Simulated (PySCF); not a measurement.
Job file and geometry (Å, from GFN2-xTB) of an NMR shielding run on SMILES P[SiH]1P[SiH2]P1, H7P3Si2, GIAO PBE0/pcSseg-1 NMR shielding, non-relativistic, gas phase in PySCF; density fitting, a coarse starting grid and PySCF grid level 2 are the driver's defaults:

```
$ OMP_NUM_THREADS=1 python probes_run.py task.json out

{"job": {"kind": "nmr", "xc": "PBE0", "basis": "pcSseg-1"}, "charge": 0, "multiplicity": 1}
P      2.455746     0.809150    -0.107210
Si     0.722897    -0.570050     0.301180
P     -0.594978    -0.983817    -1.505541
Si    -2.178151    -0.054248    -0.184826
P     -0.886322     0.336641     1.629367
H      3.213653    -0.181305    -0.702329
H      3.023853     0.591509     1.133589
H      1.056195    -1.882560     0.878770
H     -0.270957     0.182135    -2.174289
H     -3.181486    -1.061568     0.145689
H     -2.758018     1.162191    -0.748265
H     -0.601233     1.651238     1.307838
```

Q: Write the output of this run.

A: 
```
coarse grid: 12464 points
cycle   1  E = -1606.5351773368  dE =  2.858e-01  |g| = 2.293e-01  |ddm| = 3.340e+00
cycle   2  E = -1606.5359736647  dE = -7.963e-04  |g| = 2.255e-01  |ddm| = 7.326e-01
cycle   3  E = -1606.5513827895  dE = -1.541e-02  |g| = 3.287e-02  |ddm| = 4.102e-01
cycle   4  E = -1606.5516284422  dE = -2.457e-04  |g| = 1.217e-02  |ddm| = 5.979e-02
cycle   5  E = -1606.5516788851  dE = -5.044e-05  |g| = 3.210e-03  |ddm| = 2.450e-02
cycle   6  E = -1606.5516820331  dE = -3.148e-06  |g| = 9.179e-04  |ddm| = 5.866e-03
final grid: 97240 points
cycle   7  E = -1606.5796126063  dE = -1.560e-05  |g| = 3.317e-03  |ddm| = 2.712e-02
cycle   8  E = -1606.5796124084  dE =  1.979e-07  |g| = 3.278e-03  |ddm| = 9.464e-03
cycle   9  E = -1606.5796152603  dE = -2.852e-06  |g| = 3.778e-04  |ddm| = 5.216e-03
cycle  10  E = -1606.5796153095  dE = -4.919e-08  |g| = 1.161e-04  |ddm| = 7.768e-04
cycle  11  E = -1606.5796153140  dE = -4.455e-09  |g| = 1.534e-05  |ddm| = 1.893e-04
cycle  12  E = -1606.5796153140  dE = -8.367e-11  |g| = 4.880e-06  |ddm| = 3.590e-05
converged SCF energy = -1606.5796153140

GIAO shielding tensors (ppm)
atom      isotropic    diamagn.    paramagn.     s11        s22        s33       span
  0 P      599.403     967.017    -367.614    535.140    624.510    638.559    103.419
  1 Si     380.151     880.530    -500.379    359.354    382.466    398.634     39.280
  2 P      560.796     968.343    -407.548    428.909    600.257    653.220    224.312
  3 Si     413.192     880.090    -466.898    383.193    419.022    437.363     54.170
  4 P      560.205     968.341    -408.136    428.625    598.345    653.646    225.021
  5 H       30.237      29.456       0.781     24.741     27.078     38.892     14.151
  6 H       30.251      29.467       0.784     24.767     27.140     38.846     14.078
  7 H       26.008      29.984      -3.976     22.974     24.509     30.541      7.568
  8 H       29.342      31.211      -1.869     26.153     28.138     33.736      7.583
  9 H       26.828      29.221      -2.394     23.218     24.780     32.486      9.268
 10 H       26.503      28.858      -2.355     23.682     24.113     31.714      8.032
 11 H       29.339      31.212      -1.873     26.177     28.128     33.713      7.536
```

Size and cost of the density-fitted run: 155 basis functions, 21 s wall time on 1 thread of an Arm Neoverse V2, shared host; peak memory 0.75 GiB.
